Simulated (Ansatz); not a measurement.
# Which is lower?

The two ends of one reaction step of SiNH₅BrCl, singlet (PBE0-D4/def2-TZVP).

A:

```
atom    x (Å)    y (Å)    z (Å)
 Si1  -0.4967   0.4616  -0.5459
  N2   0.5468  -0.6453   0.6099
  H3  -1.7286   1.0051   0.0402
  H4   0.1269   0.7556  -1.8424
 Cl5  -1.4678  -1.3805  -1.2503
  H6   1.5318  -0.4252   0.4705
 Br7   0.7959   2.2545   0.4998
  H8   0.3526  -1.6319   0.4435
  H9   0.3393  -0.3936   1.5748
```

B:

| atom | x (Å) | y (Å) | z (Å) |
| --- | --- | --- | --- |
| Si1 | -0.8773 | -0.1037 | -0.6850 |
| N2 | 0.3516 | -0.5569 | 0.4459 |
| H3 | -1.7236 | 0.9143 | -0.0333 |
| H4 | -0.1998 | 0.3758 | -1.9049 |
| Cl5 | -2.1003 | -1.6657 | -1.2316 |
| H6 | 1.3266 | 0.9350 | 0.8125 |
| Br7 | 2.1138 | 2.1399 | 1.1086 |
| H8 | 1.0630 | -1.1984 | 0.1198 |
| H9 | 0.0461 | -0.8401 | 1.3681 |

Ansatz 0.2.0; basis: def2-TZVPP; cores frozen in the correlated methods. Filled d shells of the heavier atoms are correlated. The def2 sets are not built for correlating such inner shells, so the correlated values are less sure here. B3LYP uses VWN-RPA correlation.

Question: Which structure is lower at CCSD(T), and by how much? (To be estimated.)

Answer: By the calculation: A, by 6.7 kJ/mol (electronic energy, against the other). By their contacts, A is SiNH₅BrCl ([NH3][SiH2]([Cl])[Br]) and B is a complex of SiNH₄Cl ([NH2][SiH2][Cl]) + HBr.

Question: Do the other methods give the same order? (Judge from chemistry; the calculation decides.)

Answer: By the calculation: Not all: HF gives the other order.

```
      method  E(B) − E(A) (kJ/mol)
       SPW92                  26.7
      PBE-D4                  14.9
     BLYP-D4                   0.0
   r2SCAN-D4                  14.0
      B97M-V                   9.9
     PBE0-D4                  19.3
    B3LYP-D4                   4.7
  r2SCAN0-D4                  18.6
    BHLYP-D4                  10.5
CAM-B3LYP-D4                   4.5
     wB97X-V                  14.2
     wB97M-V                  18.3
      B2PLYP                   3.4
    PBE-QIDH                  18.8
  RPA on PBE                   0.1
          HF                  -0.8
         MP2                  10.7
        CCSD                   5.5
     CCSD(T)                   6.7
```

T1 diagnostic: at most 0.008.

Labels in which every atom is bracketed show which atoms are joined, not bond orders.

For scale, one of the runs: CCSD(T)/def2-TZVPP, 233 basis functions, launched by `ansatz run in.yaml --threads 8 --pin off --events-out ev --progress --plain --max-ram 19148MiB`. The run took 47 s on 8 CPU threads of an Intel Xeon Platinum 8488C (shared host), with 4 GiB of host memory at its peak.
